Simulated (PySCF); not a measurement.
Sn(OH)2(PH2)2 (H6O2P2Sn), SMILES [OH][Sn]([PH2])([PH2])[OH].

Geometry optimised at B3LYP-D3(BJ)/def2-SVP. The structure was generated by enumeration; whether it is a known compound was not checked. The def2 effective core potentials stand for the cores of Sn; spin–orbit coupling is left out. The values are those of a single conformer.

Vertical ionisation energy (IE) and electron affinity (EA) in eV. Rows of orbital energies are one-electron estimates. Where ΔSCF, EOM or ADC give a negative EA the extra electron is unbound and the value depends on the basis.

```json
[
 {"level": "−ε(HOMO), −ε(LUMO), M06-2X/def2-TZVP (PySCF)", "IE": "…", "EA": "…"},
 {"level": "−ε(HOMO), −ε(LUMO), PBE/def2-TZVP (PySCF)", "IE": "6.31", "EA": "2.39"}
]
```

### Question
Some entries are withheld; supply them. (Estimate from the structure and the level; the computed values follow.)

### Answer

- −ε(HOMO), −ε(LUMO), M06-2X/def2-TZVP (PySCF), IE: 8.24
- −ε(HOMO), −ε(LUMO), M06-2X/def2-TZVP (PySCF), EA: 0.64
